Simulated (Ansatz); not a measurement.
Born–Oppenheimer molecular dynamics of ClGaH2 (4 atoms, charge 0, multiplicity 1). It starts from a relaxed structure.

The calculation used RKS PBE0/def2-SVP (Ansatz 0.2.0).

```json
{
  "ensemble": "NVE (velocity Verlet)",
  "time step": "1 fs",
  "steps asked": "150",
  "starting velocities drawn for": "300 K",
  "seed": "915529"
}
```

Frames 2 fs apart, positions in Å, forces in eV/Å.

Velocities at 90.0 fs (Å/ps):

```
Ga 0.22 0.08 -0.42
Cl -0.14 -0.03 1.51
H -24.72 -2.21 -13.75
H 14.52 -2.42 -10.21
```

```xyz
4
Properties=species:S:1:pos:R:3:forces:R:3 time_fs=90.0 energy_less_start_eV=0.014 T=247
Ga -0.002 0.001 -0.048 0.21 -0.15 0.16
Cl 0.002 0.001 2.132 -0.06 0.03 -0.36
H 1.452 -0.034 -0.671 -0.32 0.06 0.08
H -1.407 -0.046 -0.750 0.17 0.06 0.12
4
Properties=species:S:1:pos:R:3:forces:R:3 time_fs=92.0 energy_less_start_eV=0.015 T=243
Ga -0.001 0.001 -0.049 -0.06 -0.15 0.45
Cl 0.002 0.001 2.135 -0.05 0.04 -0.44
H 1.399 -0.037 -0.698 0.25 0.06 -0.07
H -1.377 -0.050 -0.768 -0.14 0.06 0.06
4
Properties=species:S:1:pos:R:3:forces:R:3 time_fs=94.0 energy_less_start_eV=0.041 T=143
Ga -0.001 0.001 -0.050 -0.27 -0.14 0.71
Cl 0.001 0.001 2.138 -0.04 0.04 -0.52
H 1.356 -0.039 -0.727 0.72 0.05 -0.20
H -1.351 -0.051 -0.785 -0.41 0.05 0.00
4
Properties=species:S:1:pos:R:3:forces:R:3 time_fs=96.0 energy_less_start_eV=0.054 T=96
Ga 0.000 0.001 -0.050 -0.25 -0.13 0.70
Cl 0.001 0.001 2.139 -0.02 0.04 -0.58
H 1.339 -0.038 -0.763 0.75 0.05 -0.15
H -1.340 -0.050 -0.800 -0.47 0.05 0.03
4
Properties=species:S:1:pos:R:3:forces:R:3 time_fs=98.0 energy_less_start_eV=0.046 T=123
Ga 0.000 0.001 -0.050 -0.03 -0.14 0.37
Cl 0.001 0.001 2.141 -0.01 0.03 -0.62
H 1.349 -0.035 -0.804 0.35 0.05 0.11
H -1.347 -0.048 -0.815 -0.31 0.05 0.14
4
Properties=species:S:1:pos:R:3:forces:R:3 time_fs=100.0 energy_less_start_eV=0.052 T=102
Ga 0.000 0.001 -0.049 0.16 -0.14 -0.04
Cl 0.000 0.001 2.141 0.01 0.03 -0.64
H 1.373 -0.031 -0.841 -0.14 0.06 0.39
H -1.366 -0.043 -0.824 -0.03 0.05 0.28
4
Properties=species:S:1:pos:R:3:forces:R:3 time_fs=102.0 energy_less_start_eV=0.068 T=41
Ga 0.000 0.000 -0.049 0.24 -0.12 -0.30
Cl 0.000 0.001 2.141 0.02 0.02 -0.64
H 1.392 -0.024 -0.864 -0.45 0.05 0.56
H -1.386 -0.037 -0.822 0.19 0.05 0.37
4
Properties=species:S:1:pos:R:3:forces:R:3 time_fs=104.0 energy_less_start_eV=0.066 T=50
Ga 0.001 0.000 -0.049 0.19 -0.08 -0.33
Cl -0.001 0.001 2.140 0.03 0.02 -0.61
H 1.394 -0.016 -0.865 -0.49 0.03 0.57
H -1.399 -0.028 -0.807 0.26 0.03 0.37
4
Properties=species:S:1:pos:R:3:forces:R:3 time_fs=106.0 energy_less_start_eV=0.040 T=148
Ga 0.001 0.000 -0.048 0.04 -0.04 -0.12
Cl -0.001 0.001 2.138 0.04 0.01 -0.56
H 1.379 -0.006 -0.844 -0.25 0.02 0.41
H -1.402 -0.019 -0.777 0.16 0.02 0.27
4
Properties=species:S:1:pos:R:3:forces:R:3 time_fs=108.0 energy_less_start_eV=0.021 T=221
Ga 0.001 -0.001 -0.048 -0.20 0.00 0.27
Cl -0.002 0.002 2.136 0.05 0.00 -0.49
H 1.354 0.005 -0.809 0.21 0.00 0.11
H -1.400 -0.009 -0.737 -0.06 0.00 0.11
4
Properties=species:S:1:pos:R:3:forces:R:3 time_fs=110.0 energy_less_start_eV=0.027 T=199
Ga 0.002 -0.001 -0.048 -0.44 0.03 0.65
Cl -0.002 0.002 2.133 0.06 -0.01 -0.40
H 1.338 0.015 -0.769 0.66 -0.01 -0.18
H -1.400 0.002 -0.693 -0.28 -0.01 -0.06
4
Properties=species:S:1:pos:R:3:forces:R:3 time_fs=112.0 energy_less_start_eV=0.030 T=189
Ga 0.002 -0.002 -0.048 -0.47 0.06 0.76
Cl -0.002 0.002 2.130 0.07 -0.02 -0.30
H 1.346 0.026 -0.736 0.74 -0.02 -0.29
H -1.410 0.011 -0.651 -0.34 -0.03 -0.17
```

Of the whole run (150 fs, mean temperature of the second half 144 K): The conserved energy stayed within 0.3 meV per atom of its start (net change 0.12 meV per atom), so the integration is sound. Over the second half the temperature averaged 0.48 of the 300 K drawn at the start: a run that starts near a minimum puts about half its kinetic energy into the potential. A run of 0.15 ps of so small a system gives no equilibrium averages.

The run took 3.8 min on 1 thread of Intel(R) Xeon(R) Platinum 8259CL CPU @ 2.50GHz (Skylake/Cascade Lake), with other jobs on the host, peak memory 0.13 GiB.
